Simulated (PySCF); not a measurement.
Basis and Hamiltonian dependence of the excitation energy of P

P [Ne] 3s2 3p3 (4S) → P [Ne] 3s1 3p3 4s1 (6S). Calculated with PySCF 2.14 from differences of total energies of unrestricted determinants, without spin-orbit coupling. Values in eV.

| basis | Hamiltonian | functions | UHF | LDA | PBE0 | MP2 (valence) | CCSD(T) (valence) | CCSD(T) (valence and next inner shell) |
| --- | --- | --- | --- | --- | --- | --- | --- | --- |
| aug-cc-pVDZ-DK | spin-free X2C | 27 | 10.865 | 12.819 | 12.652 | 11.995 | 12.288 | n/a |
| def2-TZVPPD | non-relativistic | 48 | 10.907 | 12.837 | 12.696 | 12.314 | 12.599 | 12.707 |
| dyall-av2z | non-relativistic | 50 | 10.784 | 12.741 | 12.570 | 11.941 | 12.228 | n/a |
| aug-cc-pVTZ-DK | spin-free X2C | 50 | 10.775 | 12.756 | 12.595 | 12.208 | 12.487 | n/a |
| aug-cc-pV(T+d)Z | non-relativistic | 55 | 10.712 | 12.690 | 12.529 | 12.149 | 12.432 | n/a |
| aug-cc-pV(T+d)Z with one added diffuse shell each of s, p, d, f type | non-relativistic | 71 | 10.435 | 12.533 | 12.327 | 11.927 | 12.218 | n/a |
| aug-cc-pCVTZ-DK | spin-free X2C | 75 | 10.764 | 12.761 | 12.596 | 12.214 | 12.492 | 12.602 |
| def2-QZVPPD | non-relativistic | 76 | 10.652 | 12.664 | 12.480 | 12.210 | 12.456 | 12.579 |
| dyall-av3z | spin-free X2C | 84 | 10.611 | 12.660 | 12.467 | 12.079 | 12.358 | n/a |
| x2c-QZVPPall with one added diffuse shell each of s, p, d, f type | spin-free X2C | 86 | 10.668 | 12.699 | 12.511 | 12.229 | 12.472 | 12.597 |
| dyall-acv3z | spin-free X2C | 113 | 10.611 | 12.660 | 12.467 | 12.103 | 12.375 | n/a |
| aug-cc-pV(Q+d)Z with one added diffuse shell each of s, p, d, f, g type | non-relativistic | 114 | 10.427 | 12.531 | 12.320 | 12.030 | n/a | n/a |
| aug-cc-pwCVQZ | non-relativistic | 134 | 10.575 | 12.610 | 12.420 | 12.157 | n/a | n/a |
| aug-cc-pV(5+d)Z | non-relativistic | 136 | 10.537 | 12.587 | 12.389 | 12.163 | n/a | n/a |

Frozen in the all-electron rows: valence: [Ne]; valence and next inner shell: 1s2.

The upper state lies above the first ionisation limit, but in LS coupling its spin forbids autoionisation to the ground ion. A Rydberg-like electron needs more diffuse functions than a valence basis has.
